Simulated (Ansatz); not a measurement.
Computed with Ansatz on PBE0-D4/def2-TZVP structures; ΔE is electronic, products minus reactants. CBS: MP2 limit from def2 TZ/QZ plus the TZ coupled-cluster correction, frozen cores. This one scheme is used for every species. Functionals use def2-TZVPP. B3LYP here is the variant with VWN-RPA as its local correlation; programs differ in this. Elements past krypton have def2 core potentials. For In outer-core shells are correlated without core-valence functions, which leaves a few kJ/mol of doubt a bond. One conformer a species, not always the lowest.

Consider the ligand exchange at the Si–C bond: `B[SiH2][CH2][InH2]` + `OBF` → `B[SiH2]OBF` + `[CH3][InH2]`.

**Question.** Is it downhill or uphill in electronic energy at CCSD(T)/CBS, and by how much? (Estimate.)

**Answer.** Ansatz gave: Downhill: ΔE = -16.0 kcal/mol.

**Question.** What do these levels give: B3LYP-D4, PBE, B3LYP, CCSD/def2-TZVPP, CCSD(T)/def2-TZVPP, HF/CBS(def2)? (Best estimate.)

**Answer.** Ansatz gave: B3LYP-D4 -19.0, PBE -15.7, B3LYP -21.0, CCSD/def2-TZVPP -18.3, CCSD(T)/def2-TZVPP -17.0, HF/CBS(def2) -25.8 kcal/mol.

Largest T1 diagnostic among the species: 0.013.

In def2-TZVPP, CCSD(T) changes the Hartree–Fock value by +8.3 kcal/mol (the triples alone add +1.3 kcal/mol) and MP2 by +8.6 kcal/mol. The D4 term adds +2.0 kcal/mol with B3LYP and +1.1 kcal/mol with PBE0; it sums over pairs of atoms, weighted by their polarisabilities, and B3LYP, whose exchange is more repulsive, gets the larger term. From PBE to PBE0 (25 % exact exchange), in def2-TZVPP and without D4, ΔE moves by −0.9 kcal/mol.
